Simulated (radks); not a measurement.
Results of a calculation; reference values are marked as such.
Question: Isoelectronic series with 10 electrons, all held in the configuration [Ne], which need not be the ground one along the series. Code: a radial shooting solver on a logarithmic mesh with Libxc functionals. Model: scalar-relativistic Kohn-Sham, r2SCAN, spin-polarised, spherical densities, finite nucleus; meta-GGA in the generalised Kohn-Sham scheme; Fermi nuclear charge, rms radius of each element as measured or else 0.836 A^(1/3) + 0.57 fm. Total energies (hartree) and orbital eigenvalues (eV):

ion,E (hartree),2p,2s
Ne,-129.08272,-13.9680,-38.3875
Al3+,-240.85292,-105.7401,-146.0783
S6+,-389.08576,-260.6748,-317.6246
K9+,-573.91453,-477.7060,-552.0230
Mn15+,-1054.34021,-1097.891,-1210.509
Ni18+,-1350.57775,-1501.423,-1635.863
Ga21+,-1684.68567,-1967.653,-2126.432

Estimate the row of Ti12+.

Answer: E (hartree) -795.56871; 2p -756.7337; 2s -849.4733.
